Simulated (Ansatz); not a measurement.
Results of the Gaussian-basis code of Ansatz.

A structure relaxed at PBE0-D4/def2-TZVP, charge 0, multiplicity 1:

```xyz
8

O    -0.505    0.517   -2.103
Sn   -0.600    0.620   -0.151
C     0.835   -0.398    1.000
S    -0.695   -1.467    0.967
H    -0.214   -0.351   -2.398
H    -1.590    1.929    0.221
H     1.683   -0.828    0.476
H     1.086   -0.021    1.987
```

(1) Give its formula and SMILES.

(2) Summarise the bond lengths by kind.

Results:

(1) CH4OSSn, `[OH][SnH]1[CH2][S]1`.

(2) 1 × O–Sn 1.957 Å; 1 × H–O 0.961 Å; 1 × C–Sn 2.102 Å; 1 × S–Sn 2.370 Å; 1 × H–Sn 1.683 Å; 1 × C–S 1.868 Å; 2 × C–H 1.085 to 1.086 Å.
